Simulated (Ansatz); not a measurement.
Isolated molecules relaxed with PBE0-D4/def2-TZVP in Ansatz; ΔE leaves out vibrations. CBS: MP2 limit from def2 TZ/QZ plus the TZ coupled-cluster correction, frozen cores. This one scheme is used for every species. Functionals use def2-TZVPP. Each species was taken in one conformer, which may not be the lowest.

Consider the ligand exchange at the Si–Cl bond: `N[SiH](Cl)CCl` + H–F → `N[SiH](F)CCl` + HCl.

`N[SiH](Cl)CCl`:

```xyz
10

N     1.500   -0.448   -0.387
Si   -0.101    0.006   -0.719
Cl   -1.334   -1.513   -1.386
C    -0.860    0.666    0.864
Cl   -0.605   -0.499    2.193
H     1.689   -1.002    0.435
H     2.136   -0.667   -1.136
H    -0.103    1.029   -1.788
H    -1.934    0.824    0.766
H    -0.389    1.605    1.158
```

H–F:

Cartesian coordinates in Å:
```
F 0.399 0.207 -0.095
H -0.399 -0.207 0.095
```

`N[SiH](F)CCl`:

Cartesian coordinates in Å:
```
N -0.829 1.088 -0.880
Si 0.450 0.556 0.087
F 0.587 1.352 1.476
C 0.181 -1.219 0.618
Cl 0.250 -2.309 -0.792
H -1.793 0.859 -0.712
H -0.720 1.810 -1.571
H 1.715 0.759 -0.648
H 0.950 -1.539 1.322
H -0.789 -1.358 1.100
```

HCl:

```xyz
2

Cl    0.180    0.497    0.359
H    -0.180   -0.497   -0.359
```

```
    level  ΔE (kJ/mol)
r2SCAN-D4        -41.1
   B2PLYP        -46.7
```

Task: What does CCSD(T)/CBS give? (Estimate.)

Result: The calculation gave: -38.1 kJ/mol. The listed levels differ from it by -3.0, -8.6 kJ/mol.

Largest T1 diagnostic among the species: 0.010.

The D4 term adds +8.7 kJ/mol with B3LYP and +4.7 kJ/mol with PBE0; it sums over pairs of atoms, weighted by their polarisabilities, and B3LYP, whose exchange is more repulsive, gets the larger term. In def2-TZVPP, CCSD(T) changes the Hartree–Fock value by +14.7 kJ/mol (the triples alone add +3.3 kJ/mol) and MP2 by +21.5 kJ/mol.

B3LYP here is the variant with VWN-RPA as its local correlation; programs differ in this.
